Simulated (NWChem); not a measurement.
System: C5H6; SMILES C(C=C)=C=C

The following NWChem deck was run.

```
start job
memory heap 200 mb stack 900 mb global 1100 mb
geometry units angstroms noautosym nocenter noautoz
  C      0.212941     2.521342     0.000000
  C     -0.153515     1.258890     0.000000
  C     -0.520005    -0.018212     0.000000
  C      0.404233    -1.149744     0.000000
  C      0.015307    -2.444529     0.000000
  H      0.373511     3.076691     0.941517
  H      0.373511     3.076691    -0.941517
  H     -1.602084    -0.251982     0.000000
  H      1.479242    -0.900644     0.000000
  H     -1.051576    -2.722276     0.000000
  H      0.749511    -3.263643     0.000000
end
basis spherical
  * library def2-svp
end
dft
  xc b3lyp
  iterations 150
end
cosmo
  do_cosmo_smd true
  solvent methanol
end
task dft energy
```

Geometry: optimised at PBE-D3(BJ)/def2-SVP. Solvent: methanol.

Level: B3LYP/def2-SVP with SMD (1 M gas to 1 M solution), gas-phase geometry.

**Question.** What results follow from this input? (B3LYP/def2-SVP, SMD on the gas-phase geometry.) Quantities: solvation free energy (kcal/mol); cavity-dispersion-structure term (kcal/mol); dipole in solution (D).

**Answer.** 
```json
{
  "solvation free energy (kcal/mol)": "-1.9",
  "cavity-dispersion-structure term (kcal/mol)": "1.2",
  "dipole in solution (D)": "0.32"
}
```
